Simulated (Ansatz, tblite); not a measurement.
Cost and result up the ladder for Al₂Ni⁻ (3 atoms). Total charge -1; doublet. Geometry: r2SCAN-D4/def2-TZVPD.

```xyz
3

Ni   -0.4698    1.0553   -0.3849
Al    0.8798   -0.6394   -0.9011
Al   -0.4100   -0.4159    1.2860
```

Ansatz on 4 threads of Arm Neoverse V2 on a shared host; xTB runs through tblite on one thread. Times are rough, summed over both states, and most runs start from the orbitals of an earlier one. RPA@PBE/def2-TZVPD serves as the yardstick here, not as an exact answer. The other state is a quartet at its own geometry.

The xTB rows come from tblite. Correlated methods freeze 15 core orbitals; core or outer-core shells of Ni are correlated, in sets that lack core-valence functions. The structure comes from a short search, and lower isomers may exist.

Run but left out: HF/6-31G, HF/def2-TZVPD, r2SCANh-D4/def2-TZVPD, B3LYP-D4/6-31G, PBE0-D4/def2-TZVPD, BHLYP-D4/def2-TZVPD, CAM-B3LYP-D4/def2-TZVPD, PBE-QIDH/def2-TZVPD, MP2/def2-TZVPD (doublet: ⟨S²⟩ 1.05 to 2.25, where a pure state has 0.75).

Correlated methods converge slowly with the basis.

xTB has no spin-polarisation term.

```
               level  functions  wall time
            GFN1-xTB         27    0.005 s
            GFN2-xTB         27    0.007 s
   PBE-D4/def2-TZVPD        134      5.8 s
revPBE-D4/def2-TZVPD        134        6 s
  RPA@PBE/def2-TZVPD        134      7.6 s
r2SCAN-D4/def2-TZVPD        134       30 s
```

(1) Estimate what each level gives for the quartet − doublet (eV).

Answers

(1) 
| level | quartet − doublet (eV) | difference from RPA@PBE/def2-TZVPD (eV) | remarks |
| --- | --- | --- | --- |
| GFN1-xTB | 2.66 | 2.25 | – |
| GFN2-xTB | 0.65 | 0.24 | – |
| PBE-D4/def2-TZVPD | 0.73 | 0.31 | HOMO above zero (doublet), HOMO above zero (quartet) |
| revPBE-D4/def2-TZVPD | 0.65 | 0.23 | HOMO above zero (doublet), HOMO above zero (quartet) |
| RPA@PBE/def2-TZVPD | 0.41 | 0.00 | – |
| r2SCAN-D4/def2-TZVPD | 0.44 | 0.03 | HOMO above zero (doublet), HOMO above zero (quartet), spin-contaminated (⟨S²⟩ 0.87) (doublet) |
